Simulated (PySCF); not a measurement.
Species: H6OSSi2.
Numbering: `[OH:1][SiH2:2][S:3][SiH3:4]` (hydrogens: H5 on O1; H6, H7 on Si2; H8, H9, H10 on Si4)

Geometry (GFN2-xTB, Å), atoms numbered from 1 in this order:
```
atom  x, y, z in Å
O1     2.7212   -0.5577    0.0106
Si2    1.1203   -0.7517   -0.0392
S3     0.2504    1.0902    0.6699
Si4   -1.8522    0.7344    0.5624
H5     3.1142    0.2552    0.3208
H6     0.7086   -0.9626   -1.4176
H7     0.7380   -1.8248    0.8646
H8    -2.1995    0.4430   -0.8231
H9    -2.4217    1.9813    1.0402
H10   -2.1705   -0.4027    1.4176
```

The closed-shell SCF was solved with PySCF and density fitting under several settings on one GFN2-xTB geometry (grid level 2 and gas phase unless stated).

| settings | basis functions | SCF cycles | E (Eh) | HOMO (eV) | LUMO (eV) | dipole (D) |
| --- | --- | --- | --- | --- | --- | --- |
| PBE0/pcseg-1 | 98 | 12 | -1055.5559 | -7.37 | -0.15 | 1.13 |
| PBE0/6-31G*, grid level 3 | 80 | 12 | -1055.5488 | -7.24 | 0.11 | 0.95 |

Problem. Estimate the rows for these settings: (1) KT2/def2-SVPD, energy threshold 1e-11 Eh; (2) PBE0/pcSseg-1.

Solution. 
| settings | basis functions | SCF cycles | E (Eh) | HOMO (eV) | LUMO (eV) | dipole (D) |
| --- | --- | --- | --- | --- | --- | --- |
| KT2/def2-SVPD, energy threshold 1e-11 Eh | 146 | 12 | -1064.9913 | -6.24 | -1.27 | 0.70 |
| PBE0/pcSseg-1 | 119 | 12 | -1055.5708 | -7.39 | -0.06 | 0.96 |

Problem. Over all rows, what range does the HOMO–LUMO gap span?

Solution. From 4.97 eV (KT2/def2-SVPD, energy threshold 1e-11 Eh) to 7.35 eV (PBE0/6-31G*, grid level 3). The functional of the narrowest has no exact exchange, that of the widest 25 % exact exchange.

Problem. And the dipole moment?

Solution. From 0.70 D (KT2/def2-SVPD, energy threshold 1e-11 Eh) to 1.13 D (PBE0/pcseg-1); the largest is 1.61 times the smallest, and the median is 0.95 D.

Problem. Compare two rows with the functional PBE0: PBE0/pcSseg-1 and PBE0/pcseg-1. Which energy is lower, and by how much?

Solution. PBE0/pcSseg-1 (119 functions) lies 0.0149 Eh or 9.3 kcal/mol below PBE0/pcseg-1 (98 functions).

Cycle counts include a coarse-grid stage where the run had one. All basis functions are spherical, in the Pople sets too. KT2 was designed for NMR shieldings or shifts; total energies of different functionals aren't comparable.

One conformer stands for the species.
